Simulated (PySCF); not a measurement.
## Computed structure and properties of Ir2

System: Ir2 (triplet); start: template (D∞h). Method: PySCF 2.14.0, UKS TPSS, Ir def2-SVP with ECP60; non-relativistic Hamiltonian with scalar-relativistic core potentials where named; density fitting; no spin-orbit coupling.

Input of the relaxation:

```python
mol = gto.M(atom='''
Ir     0.00000     0.00000     1.22500
Ir     0.00000     0.00000    -1.22500''',
    basis={'Ir': 'def2-SVP'},
    ecp={'Ir': 'def2-SVP'},
    charge=0, spin=2)
mf = dft.UKS(mol, xc='TPSS')
mf.grids.atom_grid = (50, 194)
mf = mf.density_fit()  # fitting sets: Ir def2-universal-JKFIT
mf.conv_tol = 1e-08; mf.max_cycle = 55
mf.kernel(dm0)  # dm0: converged density of the start geometry
# quasi-Newton relaxation in Cartesian coordinates to a largest gradient under 0.00045 Eh/bohr, steps kept in the point group
```

Run from Python with OMP_NUM_THREADS=2; the lines above give its settings. Where DIIS fails, smearing, a level shift and second-order steps follow.
It took 8.8 s on 2 threads of Arm Neoverse V1, on a shared host, from the converged density of the start.

Course of the relaxation:

```tsv
step	energy above end (eV)	largest force component within the symmetry (eV/Å)
0	0.4508	3.535
1	0.0229	1.044
2	0.0118	0.837
3	0.0001	0.074
4	0.0000	0.005
```

Relaxed geometry (D∞h):

```xyz
2

Ir    0.0000    0.0000    1.1180
Ir    0.0000    0.0000   -1.1180
```

```json
{"contact": "Ir2–Ir1", "Å": "2.236"}
```

On the finer grid (75, 302):

```json
{"HOMO": "-4.69 eV", "LUMO": "-4.11 eV", "Dipole about the centre of mass": "0.00 D", "Spin squared": "3.060", "Set of Mulliken populations of Ir1 outside the core potential": "s 3.20, p 6.04, d 7.75, f 0.01", "D3(BJ) dispersion energy (not in the energies)": "-0.066 eV"}
```

```tsv
atom	Mulliken (e)	Löwdin (e)	spin (e)
Ir1	0.00	0.00	1.00
Ir2	0.00	0.00	1.00
```

Another spin state tried lies lower. The state is spin-contaminated.

No frequency check is given for this geometry.

One start shape was tried, so this needn't be the lowest isomer.

Open shells may have lower solutions than the one found.
